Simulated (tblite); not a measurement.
Compound: C7H14P (charge +1).
Numbering: `[CH2:1]=[C:2]([CH3:3])[P@H+:4]([CH3:5])/[CH:6]=[CH:7]\[CH3:8]` (hydrogens: H9, H10 on C1; H11, H12, H13 on C3; H14 on P4; H15, H16, H17 on C5; H18 on C6; H19 on C7; H20, H21, H22 on C8)

A start from a force field or distance geometry was refined with GFN2-xTB geometry optimisation, gas phase in tblite. Values at the start:

| coordinate | start |
| --- | --- |
| C1=C2 | 1.326 Å |
| C1–H9 | 1.084 Å |
| C1–H10 | 1.089 Å |
| C2–C3 | 1.513 Å |
| C2–P4 | 1.759 Å |
| C3–H11 | 1.082 Å |
| P4–C5 | 1.789 Å |
| P4–C6 | 1.734 Å |
| P4–H14 | 1.421 Å |
| C5–H15 | 1.103 Å |
| C6=C7 | 1.346 Å |
| C6–H18 | 1.081 Å |
| C7–C8 | 1.497 Å |
| C7–H19 | 1.081 Å |
| C8–H20 | 1.096 Å |
| C1–C2–C3 | 122.2° |
| C1–C2–P4 | 123.9° |
| C2–P4–C5 | 105.3° |
| C2–P4–C6 | 104.5° |
| C3–C2–P4 | 113.9° |
| P4–C6–C7 | 125.6° |
| C5–P4–C6 | 105.5° |
| C6–C7–C8 | 126.0° |
| C1–C2–P4–C5 | 58° |
| C2–P4–C6–C7 | -90° |

Q: How do these coordinates change at the GFN2-xTB level?

A: 
```csv
coordinate,GFN2-xTB (Å or °),change
C2–P4,1.812,+0.053
P4–C6,1.785,+0.051
P4–H14,1.383,-0.038
C7–C8,1.476,-0.021
C2–C3,1.494,-0.019
P4–C5,1.806,+0.017
C5–H15,1.091,-0.012
C1–H10,1.077,-0.012
C6=C7,1.335,-0.011
C3–H11,1.091,+0.009
C1–H9,1.078,-0.006
C8–H20,1.090,-0.006
C7–H19,1.083,+0.002
C6–H18,1.083,+0.002
C1=C2,1.327,+0.001
C2–P4–C6,115.2,+10.7
C2–P4–C5,110.4,+5.1
C1–C2–P4,119.7,-4.2
C1–C2–C3,125.9,+3.7
C5–P4–C6,107.7,+2.2
P4–C6–C7,124.2,-1.4
C6–C7–C8,125.5,-0.5
C3–C2–P4,114.3,+0.4
C1–C2–P4–C5,113,+55
C2–P4–C6–C7,-70,+20
```

The energy falls by 37.1 kJ/mol over 188 L-BFGS steps, the largest force on an atom goes from 2.28 to 0.009 eV/Å, and the atoms move by 0.777 Å rms after alignment. The bond that changes most is C2–P4 (fully substituted alkene carbon to phosphonium phosphorus), which lengthens by 0.053 Å. Bonds longer at the end by more than 0.005 Å: 4 of 21; shorter: 12. Among the dihedrals that turn most is C3–C2–P4–C5, from -122° to -66°. Rotational constants go from 2031, 1296, 1036 to 2141, 1289, 966.4 MHz.

Its lowest GFN2-xTB frequency is 8 cm⁻¹, too small to tell a flat minimum from a shallow saddle.

One conformer stands for the species.

These are computed values.
